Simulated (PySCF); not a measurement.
[Dy(N2)]3+ at several levels of theory

Computed with PySCF 2.14.0 (density fitting, no spin-orbit coupling) at the geometry relaxed with PBE:

```xyz
3
[Dy(N2)]3+ (singlet in the valence; each metal's 4f electrons, 9 of them, lie in its core potential, out of spins and levels)
Dy    0.0000    0.0000   -0.4028
N     0.0000    0.0000    1.9731
N     0.0000    0.0000    3.0967
```

```
level                                    basis    state  HOMO (eV)  gap (eV)  charge on Dy1 (e)  population of f-type functions on Dy1 (polarisation alone where 4f lies in the core)  dipole about the centre of mass (D)  largest force component (eV/Å)
  PBE    Dy lcecp-1-SVP with ECP55, N def2-SVP  singlet     -26.37      3.85               2.63                                                                                  0.01                                 0.61                            0.01
 BP86                                 the same  singlet     -26.49      3.98               2.64                                                                                  0.01                                 0.64                            0.11
B3LYP                                 the same  singlet     -27.94      6.13               2.67                                                                                  0.01                                 0.93                            1.82
 PBE0                                 the same  singlet     -28.24      6.80               2.69                                                                                  0.01                                 0.99                            2.35
  PBE  Dy lcecp-1-TZVP with ECP55, N def2-TZVP  singlet     -26.43      3.90               2.71                                                                                  0.01                                 0.51                            1.09
```

In the lcecp rows the 4f levels are missing from HOMO and gap, and the state counts the valence alone.

Charges are Mulliken's, which hang on the basis. The relaxation used the grid (50, 194), these runs (75, 302) or, all-electron (x2c bases, spin-free X2C Hamiltonian), (99, 590).

(1) What does TPSSh with Dy lcecp-1-SVP with ECP55, N def2-SVP give here?

An lcecp potential fixes the number of 4f electrons, so in runs with it no electron can move into or out of that shell.

## Answers

(1) state singlet, HOMO (eV) -27.28, gap (eV) 5.43, charge on Dy1 (e) 2.68, population of f-type functions on Dy1 (polarisation alone where 4f lies in the core) 0.01, dipole about the centre of mass (D) 0.89, largest force component (eV/Å) 1.39. Time: 1.9 s on 2 threads of Arm Neoverse V2 (shared host), from an already converged density.
